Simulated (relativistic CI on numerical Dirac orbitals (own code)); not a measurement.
Rh¹⁵⁺: computed level list

Computed by Dirac-Coulomb-Breit CI, KLI orbitals optimised for each configuration, QED by a radiative potential, unscaled Slater integrals (own radial code, finite nucleus).

Configuration list (outside the closed core [Ar]): 3d10 4s2, 3d10 4s 4p, 3d10 4p2, 3d10 4s 4d, 3d10 4d2, 3d10 4s 4f, 3d10 4p 4d, 3d10 4f2, 3d10 4p 4f, 3d10 4s 5s, 3d10 4s 5p, 3d10 4d 4f, 3d10 4s 5d, 3d10 4s 5f, 3d10 4s 5g, 3d10 4s 6s, 3d10 4s 6p, 3d10 4s 6d, 3d10 4s 6f, 3d10 4s 7s, 3d9 4s2 4p, 3d9 4s2 4d, 3d9 4s2 4f, 3d9 4s2 5s, 3d9 4s2 5p, 3d9 4s2 5d. Double excitations out of closed p, d and f shells are left out; levels of such configurations are missing from the list, as are those of other unlisted configurations, and high levels can miss mixing partners. These lack a partner that the ground configuration has and come out too high: 3d9 4s2 4p, 3d9 4s2 4d, 3d9 4s2 4f, 3d9 4s2 5s, 3d9 4s2 5p.

```tsv
No.	Configuration	Term	J	E (cm⁻¹)	%	Lifetime (s)	jj configuration (%)
1	3d10 4s2	1S	0	0	98		closed (98)
2	3d10 4s 4p	3P°	0	238581	100		4s 4p1/2 (100)
3	3d10 4s 4p	3P°	1	249916	96	2.01e-09	4s 4p1/2 (84)
4	3d10 4s 4p	3P°	2	286218	100	1.58e-03	4s 4p3/2 (100)
5	3d10 4s 4p	1P°	1	363087	94	2.49e-11	4s 4p3/2 (83)
6	3d10 4p2	3P	0	560751	88	3.47e-11	4p1/2^2 (93)
7	3d10 4p2	3P	1	592821	100	2.83e-11	4p1/2 4p3/2 (100)
8	3d10 4p2	1D	2	594807	60	5.89e-11	4p1/2 4p3/2 (94)
9	3d10 4p2	3P	2	639400	66	3.20e-11	4p3/2^2 (95)
10	3d10 4p2	1S	0	694925	85	2.46e-11	4p3/2^2 (91)
11	3d10 4s 4d	3D	1	769003	100	1.11e-11	4s 4d3/2 (100)
12	3d10 4s 4d	3D	2	772025	99	1.17e-11	4s 4d3/2 (65)
13	3d10 4s 4d	3D	3	777145	100	1.32e-11	4s 4d5/2 (100)
14	3d10 4s 4d	1D	2	834710	88	8.55e-12	4s 4d5/2 (58)
15	3d10 4p 4d	3F°	2	1021596	84	8.10e-11	4p1/2 4d3/2 (97)
16	3d10 4p 4d	3F°	3	1043147	91	7.34e-11	4p1/2 4d5/2 (69)
17	3d10 4p 4d	1D°	2	1059388	53	1.58e-11	4p1/2 4d5/2 (77)
18	3d10 4p 4d	3F°	4	1073796	98	1.10e-10	4p3/2 4d5/2 (98)
19	3d10 4p 4d	3D°	1	1077728	63	7.98e-12	4p1/2 4d3/2 (89)
20	3d10 4p 4d	1D°	2	1093067	32	1.10e-11	4p3/2 4d5/2 (40)
21	3d10 4p 4d	3P°	0	1109101	100	1.05e-11	4p3/2 4d3/2 (100)
22	3d10 4p 4d	3P°	1	1111773	69	9.15e-12	4p3/2 4d3/2 (92)
23	3d10 4p 4d	3D°	3	1111925	80	7.63e-12	4p3/2 4d3/2 (39)
24	3d10 4p 4d	3D°	2	1115777	56	8.69e-12	4p3/2 4d5/2 (50)
25	3d10 4p 4d	1F°	3	1141098	67	8.23e-12	4p3/2 4d5/2 (55)
26	3d10 4p 4d	1P°	1	1172173	90	9.40e-12	4p3/2 4d5/2 (80)
27	3d10 4s 4f	3F°	2	1259467	99	1.01e-11	4s 4f5/2 (99)
28	3d10 4s 4f	3F°	3	1259850	98	1.01e-11	4s 4f5/2 (55)
29	3d10 4s 4f	3F°	4	1260421	98	1.02e-11	4s 4f7/2 (98)
30	3d10 4s 4f	1F°	3	1311458	80	6.82e-12	4s 4f7/2 (45)
31	3d10 4s 5s	3S	1	1385790	100	3.35e-12	4s 5s (100)
32	3d10 4s 5s	1S	0	1408157	100	3.96e-12	4s 5s (100)
33	3d10 4s 5p	3P°	0	1514226	100	9.86e-12	4s 5p1/2 (100)
34	3d10 4p 4f	1G	4	1514747	32	3.68e-11	4p1/2 4f7/2 (61)
35	3d10 4s 5p	3P°	1	1516650	84	7.98e-12	4s 5p1/2 (96)
36	3d10 4p 4f	3F	2	1520849	50	1.47e-11	4p1/2 4f5/2 (50)
37	3d10 4p 4f	3F	3	1522459	40	1.44e-11	4p1/2 4f5/2 (47)
38	3d10 4p 4f	1F	3	1529314	42	1.11e-11	4p1/2 4f5/2 (50)
39	3d10 4s 5p	3P°	2	1533755	100	1.02e-11	4s 5p3/2 (100)
40	3d10 4p 4f	3F	4	1541483	33	2.05e-11	4d5/2^2 (49)
41	3d10 4s 5p	1P°	1	1541972	84	5.53e-12	4s 5p3/2 (96)
42	3d10 4d2	1D	2	1557651	54	9.03e-12	4d3/2 4d5/2 (40)
43	3d10 4d2	3F	3	1558201	30	8.97e-12	4p3/2 4f5/2 (42)
44	3d10 4p 4f	3G	4	1560076	74	1.01e-11	4p3/2 4f5/2 (50)
45	3d10 4p 4f	3G	5	1576271	100	1.08e-11	4p3/2 4f7/2 (100)
```

Energies count from the lowest computed level; ° marks odd parity; lifetimes are radiative, by E1, M1, E2, M2, E3 decay to levels of this space only; some are left blank where a channel outside the calculation adds to the decay or the decay crosses a small, uncertain gap. Filled j subshells are mostly left out of the jj labels.

The mean weight of the leading LS term, summed over parents, in these 45 levels is 79 %, and that of the leading jj configuration (from the same eigenvectors) 78 %.

At this charge energies of transitions that change n are usually good to better than 1 %, and those within a shell (Δn = 0) to a few per cent.

LS names give the leading component of a level, which can be under half, so a name can repeat, a term be missing and a line seem to break the LS rules.
